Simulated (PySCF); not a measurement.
Compound: C₅H₇O₂ (doublet state).
Cartesian coordinates in Å at the GFN2-xTB level; atoms count from 1:
```xyz
14
C5H7O2 angstrom
C     -0.803   -1.317    0.641
C     -0.412   -0.208   -0.067
C     -1.119    0.985   -0.112
O     -2.276    1.238    0.530
C      0.895   -0.240   -0.819
C      2.009    0.434   -0.061
O      1.912    0.979    1.000
H     -1.709   -1.351    1.220
H     -0.204   -2.207    0.649
H     -0.777    1.829   -0.689
H     -2.514    0.479    1.079
H      0.810    0.264   -1.786
H      1.205   -1.269   -1.016
H      2.982    0.384   -0.592
```

The hyperfine couplings belong to this conformer and change with its torsions.

As a line formula: `C=C([CH]O)CC=O` [radical].

The calculation used UKS B3LYP, pcH-1 on C H O, non-relativistic, mean-field spin-orbit, GIAO in PySCF 2.14.0. Geometry: GFN2-xTB, one conformer, isolated molecule. Couplings are sensitive to structure, and on GFN2-xTB geometries they can be far from those on DFT ones. Stability of the SCF solution: not tested.

Largest spin populations (Mulliken): C1 (+0.64), C3 (+0.56), C2 (-0.22) and O4 (+0.09). The positive populations add up to 1.31 and the negative ones to -0.31, together 2S = 1. The angles at C1 add up to 360.0°, so it is planar.

(1) Test a(H) = Q·ρ(C) for the protons on planar carbons with a spin population beyond ±0.08.

## Answers

(1) 
```json
{"H": "H8", "C": "C1", "ρ(C)": "+0.640", "a(H) (G)": "-12.85", "a/ρ (G)": "-20.1"}
{"H": "H9", "C": "C1", "ρ(C)": "+0.640", "a(H) (G)": "-13.84", "a/ρ (G)": "-21.6"}
{"H": "H10", "C": "C3", "ρ(C)": "+0.564", "a(H) (G)": "-14.77", "a/ρ (G)": "-26.2"}
```

A least-squares line through the origin gives Q = -22.3 G with Mulliken populations.

Couplings in gauss use g_iso = 2.0030.
